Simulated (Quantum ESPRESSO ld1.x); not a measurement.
Values are calculated unless marked as measured or tabulated.
Problem. These are the eigenvalues of the occupied orbitals of an atom or ion with whole-number occupations (eV). Level of theory: scalar-relativistic Kohn-Sham, LDA (Slater exchange, Perdew-Wang correlation), spin-unpolarised, spherical densities, point nucleus (ld1.x of Quantum ESPRESSO 7.5).

orbital  eigenvalue
1s       -20840.420
2s        -2974.073
2p        -2663.711
3s         -517.461
3p         -415.588
3d         -250.179
4s          -73.391
4p          -45.401
4d           -6.812
5s           -5.259

Which element is it, and in what charge state? The configuration may be excited.

Solution. Z = 43, technetium, charge 0: Tc in [Kr] 4d5 5s2. The list shows which subshells hold electrons but not how many an open one holds; the 1s level, -765.87 hartree, gives Z - s = 39.1 by -(Z - s)^2/2, which with screening and relativity narrows Z to a few neighbours, and the depths of the outer levels then fix element, charge and occupations together.
